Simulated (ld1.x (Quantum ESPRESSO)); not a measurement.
Values are calculated unless marked as measured or tabulated.
Hardness and transferability of assorted potentials

Generated with ld1.x 7.5 (TM, RRKJ, ultrasoft, PAW), atompaw 4.2 or ONCVPSP 4.0.1. The cutoff is in Ry: for ld1.x and atompaw files where the sum of valence levels is converged to 10 mRy in a Bessel basis, for ONCV files where the hardest occupied wave has 1 mHa per electron of residual kinetic energy. The error is the largest all-electron minus pseudo excitation energy over each file’s own four to seven test configurations (ionisations up to +4, promotions, holes and added fractions of an electron), all of which were solved. The labels leave out finer settings (local radius, basis sizes, second energies), which also bear on the numbers. Spin-polarised tests are not counted. The rows are a selection from randomly drawn settings: files with unsolved tests, undetermined cutoffs or missed reference levels are left out.

| element | potential | cutoff (Ry) | largest error (meV) | bound ghosts |
| --- | --- | --- | --- | --- |
| Al | TM, PBE, scalar-relativistic, rc 2.20/2.80 (sp), local p, core correction yes, reference 3s2 3p1 | 10 | -12 | none |
| S | PAW, PBE, scalar-relativistic, rc 1.40/1.40 (sp), local smoothed, core correction yes, reference 3s2 3p4 | 18 | -33 | none |
| K | PAW, Wu–Cohen, scalar-relativistic, rc 1.90/2.25/2.00 (spd), local smoothed, core correction yes, reference 3s2 3p6 4s0.5 4p0.5 | 15 | +7.0 | none |
| Sc | TM semilocal, BLYP, non-relativistic, rc 2.15/4.20/1.85 (spd), local p, core correction yes, reference 3d1 4s1.5 4p0.5 | 50 | -156 | none |
| Yb | TM, PBE, scalar-relativistic, rc 1.45/1.85/2.65/1.30 (spdf), local s, core correction yes, reference 4f14 5s2 5p6 5d0 6s0 6p0 | 260 | +363 | none |

Fill in the row for Ni: PAW, PBE, scalar-relativistic, rc 1.40/1.25/0.85 (spd), local smoothed, core correction yes, reference 3s2 3p6 3d8 4s2 4p0.

cutoff 200 Ry, largest error +23 meV, bound ghosts: none.

Fill in the row for Al: TM semilocal, PBE, non-relativistic, rc 1.95/2.20/2.00 (spd), local s, core correction no, reference 3s2 3p1.

cutoff 10 Ry, largest error +28 meV, bound ghosts: none.

Fill in the row for W: TM, BP86, scalar-relativistic, rc 2.70/2.90/1.90 (spd), local p, core correction yes, reference 5d4 6s1.5 6p0.5.

cutoff 30 Ry, largest error -903 meV, bound ghosts: none.
